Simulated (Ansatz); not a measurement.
This geometry of CH₄ClFN₂Si (10 atoms, charge 0, multiplicity 1) is a first-order saddle point.

The calculation used RKS r2SCANh/def2-SVP in Ansatz 0.2.0.

```xyz
10
Properties=species:S:1:pos:R:3
N 0.712 -1.696 -0.194
C 0.089 -0.633 0.113
N -0.778 -0.530 1.248
Si 0.380 0.860 -0.993
F -1.073 1.412 -1.452
Cl 1.216 2.334 0.184
H 0.481 -2.427 0.496
H -0.449 0.226 1.852
H -1.704 -0.227 0.937
H 1.209 0.629 -2.188
```

Q: Which two structures does it join? (They come from a converged band through this point; their orientation in space is the band's.)

A: No bond is made or broken. The dihedral Si4–C2–N3–H9 goes from 176 to 10°. The two ends are copies of one structure, up to a mirror image or an exchange of like atoms.

Initial state:

```xyz
10
Properties=species:S:1:pos:R:3
N 0.678 -1.556 -0.267
C -0.023 -0.535 0.066
N -1.087 -0.453 0.913
Si 0.619 1.036 -0.730
F -0.542 2.160 -0.539
Cl 2.285 1.716 0.255
H 0.356 -2.421 0.185
H -1.619 0.405 0.968
H -1.497 -1.287 1.315
H 0.914 0.885 -2.164
```

Final state:

```xyz
10
Properties=species:S:1:pos:R:3
N 0.684 -1.555 -0.257
C -0.023 -0.535 0.067
N -1.095 -0.454 0.903
Si 0.620 1.036 -0.730
F -0.542 2.159 -0.537
Cl 2.286 1.713 0.256
H 0.361 -2.420 0.192
H -1.502 -1.286 1.313
H -1.622 0.406 0.962
H 0.914 0.885 -2.164
```

Q: How far does it lie above each of them?

A: 10.8 kcal/mol above the first and 10.8 kcal/mol above the second. This is the barrier of this one path; another mechanism may lie lower.

Run time: 5 min on 2 threads of Intel(R) Xeon(R) Platinum 8559C (Emerald Rapids) (shared host), peak memory 0.33 GiB.
